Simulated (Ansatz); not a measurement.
Cartesian coordinates (Å):
SMILES: BCB=O
```xyz
8

B     -1.1101     0.3507     0.0131
C      0.1356    -0.5751    -0.1683
B      1.3817     0.2397     0.1954
O      2.3486     0.8976     0.4856
H     -1.4908     1.0243    -0.8906
H     -1.6607     0.4121     1.0660
H      0.2720    -0.9082    -1.2014
H      0.1238    -1.4410     0.5002
```
Charge 0, multiplicity 1.

The numbers are results of frozen-core CCSD(T)/cc-pVTZ // B3LYP-D3(BJ)/def2-TZVP (Ansatz, a quantum-chemistry and plane-wave program), not measurements.

HF energy: -164.53312 Ha
MP2 correlation energy: -0.59411 Ha

### Question
Estimate the CCSD correlation energy, the (T) correction, the total energy and the T1 diagnostic.

### Answer

```
Property                         Value
-----------------------  -------------
CCSD correlation energy    -0.61891 Ha
(T) correction             -0.02588 Ha
CCSD(T) total energy     -165.17791 Ha
T1 diagnostic                    0.016
```
